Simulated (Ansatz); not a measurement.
but-1-en-3-yne (C4H4), SMILES C(C#C)=C.

Geometry: PBE-D3(BJ)/def2-SVP.

Two levels are set side by side: PBE/def2-SVPD (Ansatz, an electronic-structure program) and PBE0/def2-SVPD (Ansatz). Energy differences of separate SCF runs at the same geometry; the states with an electron removed or added have multiplicity 2 and 2. Differences are taken from unrounded values.

| quantity | PBE0 |
|---|---|
| vertical ionisation energy (eV) | 9.30 |
| vertical singlet–triplet gap (eV) | 3.24 |

Problem. What does PBE give, and how far is it from PBE0? (The exact figures need the calculation; the answer reports its results.)

Solution. 
| quantity | PBE | PBE minus PBE0 |
|---|---|---|
| vertical ionisation energy (eV) | 9.30 | 0.00 |
| vertical singlet–triplet gap (eV) | 3.30 | 0.06 |

On these quantities the two levels nearly agree.
